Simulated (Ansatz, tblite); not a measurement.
Adding an electron: the cluster Si3Au⁺ (the lowest singlet isomer of a short search). Total charge 1; singlet. Geometry: r2SCAN-D4/def2-SVP. Ansatz, gas phase; energy differences of separate SCF runs; the reduced species was run as a doublet alone.

```xyz
4

Au   -1.315    0.274   -0.249
Si   -0.394   -0.597    1.825
Si    0.534    0.568   -1.798
Si    1.175   -0.245    0.222
```

In the def2 sets Au takes a core potential; there is no spin–orbit coupling. The xTB rows come from tblite. The structure comes from a short search, and lower isomers may exist.

```
              level  −HOMO (eV)  −LUMO (eV)  vertical EA (eV)  HOMO–LUMO gap (eV)
           GFN1-xTB       13.81       12.78             10.47                1.04
           GFN2-xTB       12.11       11.38              8.38                0.72
   PBE-D4/def2-TZVP       10.46        9.15              6.80                1.31
r2SCAN-D4/def2-TZVP       10.61        9.06              6.90                1.55
  PBE0-D4/def2-TZVP       11.14        8.38              6.81                2.76
```

  Raw xTB energy differences between charge states are shifted by several eV; the methods need an empirical correction for them.
